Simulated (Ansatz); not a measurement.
Consider the cleavage of the Ge–Al bond: `[F][AlH][GeH3]` + `O[AsH2]` → `O[AsH][GeH3]` + `[F][AlH2]`.

Computed with Ansatz on PBE0-D4/def2-TZVP structures; ΔE is electronic, products minus reactants. CCSD(T)/CBS adds triple-zeta CCSD(T) − MP2 to the extrapolated MP2 energy (def2 sets, frozen cores). This one scheme is used for every species. Functionals use def2-TZVPP. For As, Ge outer-core shells are correlated without core-valence functions, which leaves a few kJ/mol of doubt a bond. Scalar relativity is left out up to krypton. One conformer a species, not always the lowest.

```tsv
level	ΔE (eV)
revPBE-D4	-0.06
BLYP-D4	-0.10
BHLYP-D4	-0.08
LC-ωPBE	0.00
RPA@PBE/def2-TZVPP	-0.04
MP2/def2-QZVPP	-0.10
HF/CBS(def2)	-0.05
CCSD/CBS(def2)	-0.03
```

(1) What does CCSD(T)/CBS give? (An estimate is asked.)

Largest T1 diagnostic among the species: 0.013.

Results:

(1) Computed: -0.04 eV. The listed levels differ from it by -0.02, -0.06, -0.04, 0.04, 0.00, -0.06, -0.01, 0.01 eV.

At CCSD(T), def2-SVP lies +0.04 eV from the extrapolated value and def2-TZVPP −0.00 eV. The D4 term adds −0.04 eV with B3LYP and −0.02 eV with PBE0; it sums over pairs of atoms, weighted by their polarisabilities, and B3LYP, whose exchange is more repulsive, gets the larger term.

B3LYP here is the variant with VWN-RPA as its local correlation; programs differ in this.
